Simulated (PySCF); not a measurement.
# Correlation energy of Be (beryllium, neutral)

[He] 2s1 3d1, high-spin 3D determinant (an excited configuration). Calculation: PySCF 2.14, in dyall-acv3z; the spin-free X2C one-electron Hamiltonian (Gaussian nucleus). Frozen: 1s2; 2 electrons correlated; the 10 highest virtual orbitals of each spin left out.

Total MP2 correlation energy: -3.71 mhartree.

Same-spin part -3.71 and opposite-spin part 0.00 mhartree; SCS-MP2 scales them by 1/3 and 6/5 to -1.24 mhartree.
